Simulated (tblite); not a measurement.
Compound: benzoate anion, C7H5O2 (charge -1).
SMILES with atom numbers: `[O:1]=[C:2]([O-:3])[c:4]1[cH:5][cH:6][cH:7][cH:8][cH:9]1` (hydrogens: H10 on C5; H11 on C6; H12 on C7; H13 on C8; H14 on C9)
Bond orders are those of one Lewis drawing.

Computed with GFN2-xTB (tblite), gas phase: Langevin dynamics at 300 K from the optimised GFN2-xTB geometry, time step 0.5 fs, friction 0.01 fs⁻¹, 2000 steps. The instantaneous temperature is 2·E(kin)/(3Nk) with all 3N coordinates.

| t (fs) | T (K) | E(pot) above start (eV) | O1=C2 (Å) | C2–O3 (Å) | C2–C4 (Å) | C4–C5 (Å) | C5–C6 (Å) | C5–H10 (Å) | O1–C2–C4–C5 (°) |
| --- | --- | --- | --- | --- | --- | --- | --- | --- | --- |
| 0 | 232 | 0.000 | 1.240 | 1.240 | 1.563 | 1.388 | 1.383 | 1.082 | 180 |
| 25 | 195 | 0.309 | 1.212 | 1.264 | 1.571 | 1.351 | 1.377 | 1.086 | 178 |
| 50 | 259 | 0.283 | 1.254 | 1.210 | 1.560 | 1.370 | 1.398 | 1.082 | 173 |
| 75 | 220 | 0.313 | 1.247 | 1.207 | 1.604 | 1.374 | 1.388 | 1.044 | -178 |
| 100 | 237 | 0.328 | 1.203 | 1.244 | 1.562 | 1.378 | 1.367 | 1.101 | 175 |
| 125 | 212 | 0.458 | 1.229 | 1.222 | 1.589 | 1.414 | 1.346 | 1.102 | 178 |
| 150 | 275 | 0.232 | 1.245 | 1.211 | 1.582 | 1.397 | 1.383 | 1.063 | 173 |
| 175 | 257 | 0.314 | 1.214 | 1.252 | 1.609 | 1.383 | 1.393 | 1.065 | 166 |
| 200 | 240 | 0.344 | 1.225 | 1.238 | 1.542 | 1.412 | 1.368 | 1.134 | 163 |
| 225 | 265 | 0.384 | 1.259 | 1.211 | 1.518 | 1.469 | 1.379 | 1.068 | 149 |
| 250 | 246 | 0.410 | 1.220 | 1.248 | 1.518 | 1.457 | 1.410 | 1.041 | 154 |
| 275 | 301 | 0.318 | 1.222 | 1.263 | 1.640 | 1.415 | 1.381 | 1.115 | 153 |
| 300 | 234 | 0.462 | 1.253 | 1.224 | 1.595 | 1.346 | 1.349 | 1.128 | 149 |
| 325 | 310 | 0.390 | 1.244 | 1.222 | 1.653 | 1.364 | 1.366 | 1.043 | 147 |
| 350 | 447 | 0.293 | 1.229 | 1.255 | 1.561 | 1.391 | 1.391 | 1.100 | 144 |
| 375 | 290 | 0.353 | 1.238 | 1.236 | 1.533 | 1.403 | 1.390 | 1.126 | 132 |
| 400 | 266 | 0.391 | 1.233 | 1.228 | 1.541 | 1.402 | 1.381 | 1.024 | 127 |
| 425 | 287 | 0.360 | 1.249 | 1.264 | 1.572 | 1.400 | 1.381 | 1.033 | 123 |
| 450 | 252 | 0.530 | 1.277 | 1.236 | 1.615 | 1.386 | 1.357 | 1.099 | 122 |
| 475 | 254 | 0.400 | 1.262 | 1.249 | 1.595 | 1.386 | 1.365 | 1.118 | 119 |
| 500 | 262 | 0.509 | 1.243 | 1.283 | 1.505 | 1.380 | 1.361 | 1.060 | 129 |
| 525 | 246 | 0.557 | 1.284 | 1.259 | 1.591 | 1.379 | 1.386 | 1.073 | 130 |
| 550 | 278 | 0.514 | 1.274 | 1.257 | 1.560 | 1.397 | 1.433 | 1.111 | 134 |
| 575 | 330 | 0.419 | 1.252 | 1.269 | 1.531 | 1.412 | 1.414 | 1.089 | 141 |
| 600 | 303 | 0.555 | 1.256 | 1.252 | 1.514 | 1.398 | 1.378 | 1.075 | 156 |
| 625 | 356 | 0.385 | 1.251 | 1.239 | 1.597 | 1.383 | 1.368 | 1.079 | 151 |
| 650 | 295 | 0.454 | 1.230 | 1.220 | 1.653 | 1.388 | 1.379 | 1.084 | 152 |
| 675 | 292 | 0.411 | 1.217 | 1.251 | 1.551 | 1.403 | 1.386 | 1.090 | 161 |
| 700 | 338 | 0.611 | 1.227 | 1.250 | 1.546 | 1.454 | 1.390 | 1.061 | 165 |
| 725 | 287 | 0.492 | 1.239 | 1.231 | 1.548 | 1.411 | 1.369 | 1.109 | 160 |
| 750 | 241 | 0.533 | 1.201 | 1.231 | 1.618 | 1.389 | 1.372 | 1.072 | 165 |
| 775 | 310 | 0.439 | 1.232 | 1.229 | 1.630 | 1.395 | 1.380 | 1.056 | 165 |
| 800 | 264 | 0.486 | 1.247 | 1.208 | 1.546 | 1.383 | 1.365 | 1.107 | 178 |
| 825 | 268 | 0.518 | 1.220 | 1.245 | 1.590 | 1.377 | 1.352 | 1.057 | 172 |
| 850 | 297 | 0.532 | 1.228 | 1.218 | 1.533 | 1.407 | 1.355 | 1.089 | 172 |
| 875 | 374 | 0.385 | 1.240 | 1.212 | 1.631 | 1.420 | 1.381 | 1.109 | -174 |
| 900 | 258 | 0.481 | 1.214 | 1.224 | 1.555 | 1.400 | 1.403 | 1.079 | -157 |
| 925 | 252 | 0.473 | 1.211 | 1.240 | 1.611 | 1.412 | 1.378 | 1.077 | -163 |
| 950 | 295 | 0.480 | 1.237 | 1.209 | 1.530 | 1.406 | 1.375 | 1.100 | -156 |
| 975 | 273 | 0.374 | 1.226 | 1.199 | 1.627 | 1.380 | 1.417 | 1.099 | -138 |
| 1000 | 287 | 0.313 | 1.203 | 1.241 | 1.572 | 1.363 | 1.416 | 1.083 | -139 |

Question: From 500 fs on, how do temperature and potential energy compare with equipartition?

Answer: The mean temperature of these 21 frames is 291 K against the target 300 K, and the mean potential energy 0.47 eV against 36 × kT/2 = 0.47 eV for 36 classical harmonic modes. For 14 atoms in a canonical ensemble the temperature itself scatters by T·√(2/(3N)) = 65 K; here its standard deviation is 35 K. The whole run lasts only 10 friction times of 100 fs, so these averages carry a wide statistical error.

Question: What are the kinetic and total energies of the listed frame with the highest potential energy?

Answer: The one at 700 fs, 0.611 eV above the start. Its kinetic energy is 3NkT/2 = 0.612 eV at 338 K, so the sum is 1.22 eV; over the listed frames the sum runs from 0.42 to 1.22 eV, since the thermostat adds and removes energy.

Question: How much do the listed bonds fluctuate from 500 fs on?

Answer: 
| bond | at the start (Å) | mean (Å) | standard deviation (Å) |
| --- | --- | --- | --- |
| O1=C2 | 1.240 | 1.235 | 0.021 |
| C2–O3 | 1.240 | 1.237 | 0.021 |
| C2–C4 | 1.563 | 1.573 | 0.042 |
| C4–C5 | 1.388 | 1.397 | 0.019 |
| C5–C6 | 1.383 | 1.384 | 0.021 |
| C5–H10 | 1.082 | 1.084 | 0.017 |

The motion is classical and holds no zero-point motion.

What follows is the cost of the whole dynamics run. Time: 17 s; peak memory 0.18 GiB. Hardware: one thread, Arm Neoverse N1 (aarch64), on a shared host.
